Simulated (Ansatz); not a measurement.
Reaction (redistribution): `CC(C)[O][Sn][Cl]` + `FC(F)(F)C1=CC(C(F)(F)F)=[O+][Al-]([F])([Cl])[O]1` → `FC(F)(F)C1=CC(C(F)(F)F)=[O+][Sn-]([Cl])[O]1` + `CC(C)[O][Al]([F])[Cl]`

Computed with Ansatz on PBE0-D4/def2-TZVP structures; ΔE is electronic, products minus reactants. CBS: MP2 limit from def2 TZ/QZ plus the TZ coupled-cluster correction, frozen cores. DFT in def2-TZVPP. def2 core potentials past Kr. For Sn outer-core shells are correlated without core-valence functions, which leaves a few kJ/mol of doubt a bond. Each species was taken in one conformer, which may not be the lowest.

`CC(C)[O][Sn][Cl]`:

Cartesian coordinates in Å:
```
C 0.160 -1.220 0.656
C -0.703 -0.036 0.261
C -0.612 0.275 -1.222
O -0.390 1.103 1.039
Sn 1.127 2.293 1.359
Cl 2.817 1.369 -0.072
H -0.161 -2.122 0.128
H 1.207 -1.033 0.409
H 0.078 -1.407 1.729
H -1.748 -0.276 0.500
H -0.957 -0.577 -1.814
H -1.237 1.136 -1.467
H 0.419 0.494 -1.507
```

`FC(F)(F)C1=CC(C(F)(F)F)=[O+][Al-]([F])([Cl])[O]1`:

```xyz
17

F     2.048   -2.428   -1.627
C     1.411   -2.195   -0.498
F     0.531   -3.175   -0.287
F     2.290   -2.207    0.506
C     0.681   -0.842   -0.528
C    -0.031   -0.465    0.601
C    -0.725    0.736    0.620
C    -1.513    1.090    1.892
F    -2.130    2.247    1.774
F    -0.680    1.147    2.932
F    -2.417    0.141    2.139
O    -0.779    1.581   -0.314
Al    0.068    1.458   -1.922
F    -1.059    1.316   -3.105
Cl    1.572    2.892   -2.051
O     0.791   -0.182   -1.596
H    -0.055   -1.114    1.464
```

`FC(F)(F)C1=CC(C(F)(F)F)=[O+][Sn-]([Cl])[O]1`:

Z-matrix (Å, degrees):
```
C
F 1 1.332
F 1 1.328 2 108.4
F 1 1.332 2 108.1 3 117.1
C 1 1.539 2 109.5 3 -120.1
O 5 1.256 1 113.0 2 63.5
C 5 1.389 1 118.6 2 -114.8
Sn 6 2.185 5 127.1 1 167.3
C 7 1.389 5 122.4 1 173.6
H 7 1.077 5 118.8 1 -2.4
Cl 8 2.379 6 90.6 5 -68.5
O 8 2.186 6 81.5 5 22.0
C 9 1.539 7 118.6 5 -173.5
F 13 1.332 9 112.4 7 -6.1
F 13 1.333 9 109.4 7 114.0
F 13 1.328 9 110.1 7 -126.9
```

`CC(C)[O][Al]([F])[Cl]`:

Cartesian coordinates in Å:
```
C -0.940 0.015 -1.246
C 0.259 0.566 -0.501
C -0.144 1.389 0.706
O 1.127 -0.482 -0.117
Al 1.025 -1.827 0.860
F -0.348 -2.212 1.674
Cl 2.669 -3.068 1.069
H -1.576 0.824 -1.614
H -0.619 -0.583 -2.101
H -1.544 -0.614 -0.584
H 0.837 1.202 -1.184
H -0.749 2.248 0.408
H 0.740 1.759 1.230
H -0.736 0.784 1.400
```

```csv
level,ΔE (kJ/mol)
PBE0-D4,44.9
CCSD/CBS(def2),40.1
```

Problem. What does CCSD(T)/CBS give? (Estimate.)

Solution. Ansatz gave: +40.2 kJ/mol. The listed levels differ from it by 4.7, -0.1 kJ/mol.

Largest T1 diagnostic among the species: 0.016.
